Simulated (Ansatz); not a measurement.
```yaml
crystal:
  periodic: [false, false, false]
  atoms:
    - {symbol: C, position_ang: [-0.111344, -2.897067, -1.745586]}
    - {symbol: C, position_ang: [-0.134179, -1.481114, -1.289744]}
    - {symbol: O, position_ang: [0.130873, -1.205995, -0.070494]}
    - {symbol: O, position_ang: [-0.425503, -0.538109, -2.059332]}
    - {symbol: Sn, position_ang: [-0.180679, 0.876695, -0.351409]}
    - {symbol: O, position_ang: [-1.195346, 1.003612, 1.534677]}
    - {symbol: C, position_ang: [-2.316067, 0.604937, 1.077415]}
    - {symbol: C, position_ang: [-3.480716, 0.487116, 2.000453]}
    - {symbol: O, position_ang: [-2.397275, 0.315443, -0.137645]}
    - {symbol: O, position_ang: [1.515889, 1.323945, 0.883184]}
    - {symbol: C, position_ang: [2.368442, 1.161905, -0.050136]}
    - {symbol: C, position_ang: [3.817398, 1.353543, 0.242970]}
    - {symbol: O, position_ang: [1.956197, 0.835671, -1.186104]}
    - {symbol: H, position_ang: [-0.115733, -2.949321, -2.831309]}
    - {symbol: H, position_ang: [0.759108, -3.406645, -1.333616]}
    - {symbol: H, position_ang: [-1.002728, -3.395146, -1.356584]}
    - {symbol: H, position_ang: [-0.535041, 2.362620, -1.083348]}
    - {symbol: H, position_ang: [-3.279588, -0.316618, 2.712180]}
    - {symbol: H, position_ang: [-3.588695, 1.408465, 2.573585]}
    - {symbol: H, position_ang: [-4.390821, 0.269001, 1.447630]}
    - {symbol: H, position_ang: [4.142854, 0.558052, 0.916910]}
    - {symbol: H, position_ang: [4.403639, 1.321847, -0.671767]}
    - {symbol: H, position_ang: [3.964316, 2.300265, 0.763467]}
basis:
  gaussian: {orbitals: ANO-RCC-VTZP, point_charges: [{charge: -1.00, position_ang: [8.428, 0.992, 0.162]}]}
hamiltonian: {xc: {name: HF}}
correlation: {method: mp2, frozen_orbitals: {C: 9}}
output: {forces: true}
```

```sh
$ ansatz run in.yaml --threads 11 --pin off --events-out ev --progress --plain --max-ram 110592MiB --backend cuda --devices 0, --max-vram 75GiB
```

It prints (some lines left out):

```
Functional definition: HF
Error: "frozen_orbitals" has no count for O
```

What is wrong with this run?

Frozen orbitals are typed for one element alone, and the program wants a count for each. The program refused the input.
